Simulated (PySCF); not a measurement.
Compound: C6H6F4O2.
Numbering: `[F:1][C@@H:2]1[CH2:3][CH:4]=[CH:5][O:6][C@H:7]1[O:8][C:9]([F:10])([F:11])[F:12]` (hydrogens: H13 on C2; H14, H15 on C3; H16 on C4; H17 on C5; H18 on C7)

Geometry (PBE0-D3(BJ)/def2-SVP, Å), atoms numbered from 1 in this order:
```
atom  x, y, z in Å
F1    -1.1922   -0.6514    2.1394
C2    -0.6894    0.3069    1.2945
C3    -1.6908    0.6266    0.2046
C4    -1.7329   -0.4796   -0.8022
C5    -0.7657   -1.3959   -0.8681
O6     0.3373   -1.4145   -0.0645
C7     0.5796   -0.2777    0.6866
O8     1.1145    0.7723   -0.1032
C9     2.3272    0.6089   -0.6647
F10    3.2170    0.1205    0.2014
F11    2.7435    1.7935   -1.0734
F12    2.2987   -0.2091   -1.7113
H13   -0.4301    1.1985    1.8868
H14   -1.4125    1.5834   -0.2701
H15   -2.6746    0.7787    0.6760
H16   -2.5706   -0.5546   -1.4974
H17   -0.7601   -2.2360   -1.5640
H18    1.3011   -0.5726    1.4613
```

Method used: PySCF 2.14.0, PBE0-D3(BJ)/def2-SVP geometry optimisation, gas phase.

Take the most abundant isotopes and a rigid rotor. The values belong to one conformer with, in the numbering `[F:1][C@@H:2]1[CH2:3][CH:4]=[CH:5][O:6][C@H:7]1[O:8][C:9]([F:10])([F:11])[F:12]`, O6–C7–O8–C9 -65°, F1–C2–C3–C4 -75°, C2–C3–C4–C5 -16°, C4–C5–O6–C7 -12°, C5–O6–C7–O8 -76°.

Give the principal moments of inertia and the rotational constants in cm⁻¹.

Ia = 286.20, Ib = 786.72, Ic = 838.24 u·Å²; 505379 MHz·u·Å²/I gives 1766, 642.4 and 602.9 MHz, that is A = 0.05890, B = 0.02143, C = 0.02011 cm⁻¹.

What kind of rotor is it?

A near-prolate asymmetric top. Ray's parameter κ = (2B − A − C)/(A − C) = -0.932; −1 is the prolate and +1 the oblate limit.

What does the inertial defect say?

Not planar: Δ = Ic − Ia − Ib = -234.68 u·Å². For a rigid frame Δ = −2 Σ m c², so Σ m c² = 117.34 u·Å² lies off the ab plane: 12.20 from hydrogen and 105.14 from heavier atoms. The atom farthest from that plane is 2.20 Å away.

Give the other two planar moments, Paa and Pbb, and the rms extents of the mass along the axes.

Paa = Σ m a² = (Ib + Ic − Ia)/2 = 669.38 and Pbb = Σ m b² = (Ia + Ic − Ib)/2 = 168.86 u·Å². With the mass M = 186.03 u, the rms extents √(P/M) along a, b and c are 1.90, 0.95, 0.79 Å.

Where do the levels up to J = 3 lie, in MHz?

Above 0(0,0):
J = 1: 1(0,1) 1245, 1(1,1) 2369, 1(1,0) 2408
J = 2: 2(0,2) 3735, 2(1,2) 4820, 2(1,1) 4938, 2(2,1) 8309, 2(2,0) 8310
J = 3: 3(0,3) 7467, 3(1,3) 8496, 3(1,2) 8733, 3(2,2) 12044, 3(2,1) 12050, 3(3,1) 17761, 3(3,0) 17761
Those of J = 1 are B + C, A + C and A + B.

Which types of transition are allowed, and where do some lines up to J = 3 fall?

The dipole components are |μa| = 1.08 D, |μb| = 0.05 D, |μc| = 1.25 D. The squared components, which scale the intensities, stand as 0.75 : 0.00 : 1.00 (a : b : c). Some lines, for components of 0.1 D or more:

```csv
type,branch,"J(Ka,Kc)",MHz,lower level (cm⁻¹)
c,Q,"3(1,3) ← 3(0,3)",1029,0.249
c,Q,"2(1,2) ← 2(0,2)",1085,0.125
c,R,"1(1,0) ← 0(0,0)",2408,0.000
a,R,"2(1,2) ← 1(1,1)",2451,0.079
a,R,"2(0,2) ← 1(0,1)",2490,0.042
c,Q,"2(2,1) ← 2(1,1)",3370,0.165
a,R,"3(1,3) ← 2(1,2)",3676,0.161
a,R,"3(2,2) ← 2(2,1)",3736,0.277
a,R,"3(2,1) ← 2(2,0)",3740,0.277
a,R,"3(1,2) ← 2(1,1)",3794,0.165
c,R,"3(1,2) ← 2(0,2)",4998,0.125
c,Q,"3(3,1) ← 3(2,1)",5711,0.402
c,R,"2(2,0) ← 1(1,0)",5901,0.080
c,R,"2(2,1) ← 1(1,1)",5940,0.079
c,R,"3(2,1) ← 2(1,1)",7111,0.165
c,R,"3(2,2) ← 2(1,2)",7225,0.161
c,R,"3(3,0) ← 2(2,0)",9451,0.277
```

Estimate the classical rotational partition function at 200 K, 298.15 K and 500 K.

Point group C1, symmetry number σ = 1; q = (√π/σ)·√((kT/h)³/(ABC)), k/h = 20836.6 MHz/K: 577000 at 200 K, 1050000 at 298.15 K, 2280000 at 500 K.

Whether it is a minimum is left open (no frequencies). Zero-point vibration and centrifugal distortion are left out.
